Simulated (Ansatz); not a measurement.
`O[C](F)(F)[AlH2]` + `[SiH3]S` → `[AlH2][S][SiH3]` + `OC(F)F` at 500 K and 1 bar (ligand exchange at the Al–C bond).

Isolated molecules relaxed with PBE0-D4/def2-TZVP in Ansatz; ΔE leaves out vibrations. CCSD(T)/CBS is the MP2 limit (def2-TZVPP, def2-QZVPP) plus CCSD(T) − MP2 in def2-TZVPP, frozen cores. Each species was taken in one conformer, which may not be the lowest.

```csv
species,CCSD(T)/CBS energy (Eh),H − E (kJ/mol),S (J/(mol·K))
`O[C](F)(F)[AlH2]`,-556.60393,144.8,402.1
`[SiH3]S`,-689.27336,117.6,310.5
`[AlH2][S][SiH3]`,-931.92152,148.1,386.9
`OC(F)F`,-314.01610,125.4,309.8
```

H − E and S are ideal-gas, rigid-rotor, harmonic terms from PBE0-D4/def2-TZVP, for one conformer and one mirror image of each species. 1 Eh = 2625.50 kJ/mol, R = 8.31446 J/(mol·K).

Question: By hand: ΔE, ΔH, ΔS and ΔG.

Answer: ΔE = (-931.92152) + (-314.01610) − (-556.60393) − (-689.27336) = -0.06033 Eh = -158.4 kJ/mol. Δ(H − E) = 148.1 + 125.4 − 144.8 − 117.6 = 11.1, so ΔH = -147.3 kJ/mol. ΔS = 386.9 + 309.8 − 402.1 − 310.5 = -15.9 J/(mol·K). ΔG = -147.3 − 500 × (-15.9)/1000 = -139.4 kJ/mol.

Question: By hand: the equilibrium constant, and the temperature at which ΔG would vanish if ΔH and ΔS stayed fixed.

Answer: log₁₀ K = −ΔG/(RT ln 10) = 14.6. ΔG = 0 at ΔH/ΔS = 9264 K, far beyond where these terms or the molecules hold.

ΔH outweighs TΔS. A doubt of 5 kJ/mol in ΔE shifts log₁₀ K by 0.5 here. Other conformers and mirror images would add mixing entropy, several J/(mol·K) or more a flexible species. Modes under 60 cm⁻¹, often nearly free rotors, make the harmonic entropy too high. These are equilibria of isolated gas molecules and say nothing of rates. Largest T1 diagnostic: 0.013 (customary marks: 0.02 for closed shells, 0.045 for open ones).
